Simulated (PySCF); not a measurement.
Simulation results for CH$_{5}$FSi$_{2}$

Calculation on a computer-drawn molecule: the log of a Hartree-Fock and frozen-core CCSD(T) single point meant for a local Hartree-Fock minimum, with one planted fault or none, to be diagnosed. Offsets are logged minus clean, where the clean run is the same molecule without the fault. The reference is restricted for singlets and unrestricted otherwise, and also for a bond in bohr or an excited solution. Adding or removing an electron swaps singlet and doublet. The excited solution moves the top pair (singlet) or top alpha electron (doublet) to the lowest empty orbital. Highest occupied and lowest empty are orbital energies over both spins, largest force is the largest gradient component, triples share is (T) over the correlation energy, the T1 limit is 0.02 restricted and 0.045 unrestricted, electrons count all cores, a negative frequency is imaginary (commonest isotopes), and the dipole is about the centre of nuclear charge. Program: PySCF 2.14.0.

CH$_{5}$FSi$_{2}$

Logged structure:
```xyz
9
CH5FSi2
C     -0.2231     1.0486    -0.7187
Si     1.5061     0.5258    -1.2769
Si     1.4799    -0.8972    -3.2642
F      3.1056    -1.0770    -3.3516
H     -0.1731     1.6841     0.1692
H     -0.7362     1.6099    -1.5048
H     -0.8368     0.1771    -0.4737
H      2.1854    -0.2156    -0.1787
H      2.3228     1.7340    -1.5779
```

* meant charge: 0
* meant multiplicity: 1
* meant basis: cc-pV(D+d)Z
* logged electrons: 48
* logged basis functions: 33
* logged SCF converged: yes
* logged spin squared: 0
* logged highest occupied: -5.2431 eV
* logged lowest empty: 5.8867 eV
* logged largest force: 0.02566 hartree/bohr
* logged T1 diagnostic: 0.017467
* logged D1 diagnostic: 0.077489
* logged triples share: 0.032644
* logged CC converged: yes
* logged dipole magnitude: 1.2564 debye
* logged SCF stable within its kind: yes
* logged energy HF: -709.54006 hartree
* logged energy CCSD(T): -709.73653 hartree
* possible faults: no fault, one electron removed, one electron added, multiplicity raised by two, geometry at a saddle point, SCF held on an excited solution, minimal basis STO-3G, one bond length entered in bohr, all coordinates scaled
* planted fault: minimal basis STO-3G
* HF energy offset from clean run: 5371 kcal/mol
* CCSD(T) energy offset from clean run: 5611 kcal/mol

Drawn bonds:
```tsv
atom	other atom	order
1	2	1
2	3	1
3	4	1
1	5	1
1	6	1
1	7	1
2	8	1
2	9	1
```
